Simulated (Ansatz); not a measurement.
System: GeH2F, charge 0, doublet. GeH2F (SMILES [F][GeH2], doublet).
B3LYP-D3(BJ)/def2-TZVP minimum from Ansatz (a first-principles code):
```xyz
4

Ge    -0.3245     0.1059    -0.0826
F      1.2762    -0.5581     0.2177
H     -0.0698     1.5434    -0.6176
H     -1.0329     0.0895     1.3014
```
Charge 0, spin multiplicity 2.

Total energies in cc-pVDZ, 13 correlated electrons, 15 frozen orbitals. Open shells are spin-unrestricted; no spin-orbit coupling. Cores are frozen in correlated methods (noble-gas shells, and filled d and f shells in the p block). No relativity.

| method | program | energy (Eh) | minus CCSDTQ (mEh) |
|---|---|---|---|
| HF | Ansatz | -2175.93050 | 296.84 |
| MP2 | Ansatz | -2176.20209 | 25.25 |
| CCSD | Ansatz | -2176.22105 | 6.29 |
| CCSD(T) | Ansatz | -2176.22614 | 1.20 |
| CCSDT(Q) | Ansatz | -2176.22740 | -0.06 |
| CCSDTQ | Ansatz | -2176.22734 | 0.00 |

Rough core times of Ansatz's runs on a shared machine: CCSD(T) under 20 s, CCSDT(Q) 30 s, CCSDTQ 50 min.
